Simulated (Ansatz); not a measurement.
Isolated molecules relaxed with PBE0-D4/def2-TZVP in Ansatz; ΔE leaves out vibrations. CBS: MP2 limit from def2 TZ/QZ plus the TZ coupled-cluster correction, frozen cores. Functionals use def2-TZVPP. B3LYP here is the variant with VWN-RPA as its local correlation; programs differ in this. One conformer a species, not always the lowest.

`C[Si](O)(F)Cl` + `CO[CH2][AlH][SiH3]` → `C[Si](O)([SiH3])Cl` + `CO[CH2][AlH][F]`  (redistribution)

Q: Is it downhill or uphill in electronic energy at CCSD(T)/CBS, and by how much? (Estimate.)

A: The calculation gave: Downhill: ΔE = -0.21 eV.

Q: What do these levels give: B2PLYP, r2SCAN, B3LYP, SCS-MP2/def2-TZVPP, CCSD(T)/def2-TZVPP, SCS-MP2/def2-QZVPP? (An estimate is asked.)

A: The calculation gave: B2PLYP -0.23, r2SCAN -0.17, B3LYP -0.23, SCS-MP2/def2-TZVPP -0.24, CCSD(T)/def2-TZVPP -0.18, SCS-MP2/def2-QZVPP -0.26 eV.

Largest T1 diagnostic among the species: 0.012.

In def2-TZVPP, CCSD(T) changes the Hartree–Fock value by −0.06 eV (the triples alone add −0.01 eV) and MP2 by −0.12 eV. From PBE to PBE0 (25 % exact exchange), in def2-TZVPP and without D4, ΔE moves by +0.04 eV.
